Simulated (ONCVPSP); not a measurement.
## antimony (Sb): variants of one ONCV potential

Base potential:

- Element: antimony (Sb)
- Generator: ONCVPSP 4.0.1
- Type: optimised norm-conserving Vanderbilt (ONCV)
- Functional: PBE
- Relativity: scalar-relativistic
- Frozen core: [Ar] 3d10
- Valence charge: 23
- Reference configuration: 4s2 4p6 4d10 5s2 5p2 (charge +1)
- Partial waves: 4s+5s: rc 1.40 bohr, ncon 4, nbas 8, qcut 9.2 1/bohr, 2 projectors; 4p+5p: rc 1.15 bohr, ncon 4, nbas 8, qcut 9.7 1/bohr, 2 projectors; 4d: rc 1.50 bohr, ncon 4, nbas 9, qcut 9.2 1/bohr, 1 projector; f scattering state at 0.08 Ha: rc 1.40 bohr, ncon 4, nbas 9, qcut 7.1 1/bohr, 3 projectors, debl 2.3 Ha
- Local potential: polynomial inside 0.90 bohr (lpopt 5, dvloc0 2 Ha)
- Core correction: polynomial model core, fcfact 0.6

Cutoffs, loose and tight: the cutoffs (Ha) at which the residual kinetic energy of the hardest occupied pseudo-wave falls to 1 and 0.1 mHa per electron. They do not see the model core or the augmentation charge, which bear on the density cutoff. Test errors are all-electron minus pseudo excitation energies from the reference, over the configurations 4s2 4p6 4d10 5s2 5p3; 4s2 4p6 4d10 5s2 5p1; 4s2 4p6 4d10 5s2 5p0; 4s2 4p6 4d10 5s2 5p2.5. A dash means not determined; rows that change the core or the reference have their own tests.

A true bound ghost makes a file unfit for plane-wave use even where its test errors are small: the radial tests pick states by their node count and pass the ghost by.

```json
{"change": "base", "outcome": "generated", "cutoff, loose": "38 Ha", "cutoff, tight": "50 Ha", "bound ghosts": "f", "GHOST(+) flags above zero": "s, f", "largest test error (meV)": "-9.3"}
{"change": "d: rc 1.12", "outcome": "generated", "cutoff, loose": "44 Ha", "cutoff, tight": "201 Ha", "bound ghosts": "f", "GHOST(+) flags above zero": "s, f", "largest test error (meV)": "-8.8"}
{"change": "d: rc 1.28", "outcome": "generated", "cutoff, loose": "39 Ha", "cutoff, tight": "82 Ha", "bound ghosts": "f", "GHOST(+) flags above zero": "s, f", "largest test error (meV)": "-9.0"}
{"change": "d: rc 1.44", "outcome": "generated", "cutoff, loose": "38 Ha", "cutoff, tight": "50 Ha", "bound ghosts": "f", "GHOST(+) flags above zero": "s, f", "largest test error (meV)": "-9.2"}
{"change": "d: rc 1.56", "outcome": "generated", "cutoff, loose": "38 Ha", "cutoff, tight": "50 Ha", "bound ghosts": "f", "GHOST(+) flags above zero": "s, f", "largest test error (meV)": "-9.5"}
{"change": "d: rc 1.82", "outcome": "generated", "cutoff, loose": "38 Ha", "cutoff, tight": "50 Ha", "bound ghosts": "f", "GHOST(+) flags above zero": "s, f", "largest test error (meV)": "-11"}
{"change": "d: rc 1.92", "outcome": "generated", "cutoff, loose": "38 Ha", "cutoff, tight": "50 Ha", "bound ghosts": "f", "GHOST(+) flags above zero": "s, d, f", "largest test error (meV)": "-12"}
```

Problem. What comes out with this change to the base: d: rc 2.2?

Solution. outcome: generated; cutoff, loose: 38 Ha; cutoff, tight: 50 Ha; bound ghosts: f; GHOST(+) flags above zero: s, d, f; largest test error (meV): -17.

Reading the sweep of the d radius (base included, trends over the rows without a ghost): Bound ghosts are found at 1.12, 1.28, 1.44, 1.5, 1.56, 1.82, 1.92, 2.2 bohr. Every judged row has one, so this setting neither creates nor removes them.
